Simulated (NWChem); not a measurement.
# HSeSF; SMILES F[Se]S

```xyz
4

Se    -0.4079     0.4575    -0.0056
F      1.1117     1.3744    -0.0232
S      0.2856    -1.5789    -0.0584
H      0.4540    -1.7881     1.2725
```
Atoms are numbered in this order, from 1.

Results from NWChem. Pople sets run with spherical d functions. Coordinates come from a PBE0/def2-SVP optimisation. Vzz is the largest principal value of the second derivative of the potential at the nucleus (NWChem prints the opposite sign); η is the asymmetry. Non-relativistic.

| level | Vzz Se1 (a.u.) | η Se1 | Vzz S3 (a.u.) | η S3 | relative time |
|---|---|---|---|---|---|
| B3LYP/def2-SVP | -8.936 | 0.52 | -2.252 | 0.68 | 1 |
| B3LYP/cc-pVTZ | -8.924 | 0.52 | -2.193 | 0.77 | 20 |
| Hartree-Fock/def2-TZVP | -9.494 | 0.66 | -2.701 | 0.81 | 4 |
| Hartree-Fock/6-31G* | -8.914 | 0.66 | -2.454 | 0.77 | 1 |

Times are rough ratios from one shared machine.
